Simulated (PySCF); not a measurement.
## SbSe₂: PBE0 against B3LYP

Base calculation in PySCF with density fitting and no spin–orbit coupling, PBE0/def2-SVP (scalar-relativistic core potentials): doublet, C2v, Sb–Se 2.383 Å (×2); Se–Sb–Se 123.8°; wavenumbers 86, 264, 268 cm⁻¹; dipole moment 1.36 D, polar-tensor charge of Sb 0.11 e, atomisation energy (no zero-point energy) 519 kJ/mol.

Q: What changes on going to B3LYP/def2-SVP (scalar-relativistic core potentials)?

A: The point group stays the same. Changes: mean bond to Sb +0.031 Å, smallest bond angle -0.8 degrees, highest wavenumber -14 cm⁻¹, lowest wavenumber -2 cm⁻¹, dipole moment -0.01 D, polar-tensor charge of Sb -0.04 e, atomisation energy (no zero-point energy) +6 kJ/mol. The new structure has Sb–Se 2.414 Å (×2); Se–Sb–Se 123.0°, with wavenumbers 84, 241, 254 cm⁻¹.

Only the bonding shown was studied: isomers, or loss of a ligand pair, can lie lower.
